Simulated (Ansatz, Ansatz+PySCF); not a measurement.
```csv
atom,x (Å),y (Å),z (Å)
Ge,0.0050,-0.0070,-0.0052
H,0.8799,0.8940,0.8876
H,0.8883,-0.8959,-0.8821
H,-0.8958,0.8858,-0.8928
H,-0.8810,-0.8824,0.8932
```

RHF on singlet GeH4 was run in several spherical basis sets with Ansatz (development build ahead of 0.2.0).

Question: Rank the basis sets by the total energy that they give, lowest first, with the distance from the lowest.
A. cc-pVTZ
B. cc-pVDZ
C. def2-SVP
D. def2-TZVP
E. 6-31G(d)
F. STO-3G

Answer: A (0.00 eV), D (1.08 eV), B (2.03 eV), C (8.28 eV), E (9.24 eV), F (643.43 eV).

Totals follow the description of the cores as much as that of the bonds, so this order isn't one of quality for chemistry.
